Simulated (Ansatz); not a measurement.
`C[Si](N)(O)S` and `N[SiH](O)S` differ in one atom or group.

Ansatz, PBE0-D4/def2-TZVP geometries, multiplicity 1. Each molecule was computed in one conformer, which needn't be the lowest.

```tsv
property	`C[Si](N)(O)S`
HOMO energy (PBE0/def2-TZVPP) / eV	-7.03
size of the dipole moment (B3LYP/def2-TZVPP) / D	3.24
LUMO energy (B3LYP/def2-TZVPP) / eV	0.13
HOMO–LUMO gap (B3LYP/def2-TZVPP) / eV	6.91
size of the dipole moment (PBE/def2-TZVPP) / D	3.20
HOMO–LUMO gap (ωB97M-V/def2-TZVPP) / eV	11.18
```

Q: Give the same properties after the change, and the shifts. (An estimate is asked.)

A: Computed: 
```tsv
property	`N[SiH](O)S`	shift
HOMO energy (PBE0/def2-TZVPP) / eV	-7.39	-0.36
size of the dipole moment (B3LYP/def2-TZVPP) / D	1.07	-2.17
LUMO energy (B3LYP/def2-TZVPP) / eV	0.15	0.02
HOMO–LUMO gap (B3LYP/def2-TZVPP) / eV	7.29	0.38
size of the dipole moment (PBE/def2-TZVPP) / D	1.07	-2.13
HOMO–LUMO gap (ωB97M-V/def2-TZVPP) / eV	11.73	0.55
```

The zero-point energy changes by -74.4 kJ/mol with -9 modes. Dipoles are sizes alone; their direction can turn.

Positive LUMOs are unbound, so they and the gaps depend on the basis.

B3LYP here is the variant with VWN-RPA as its local correlation; programs differ in this.
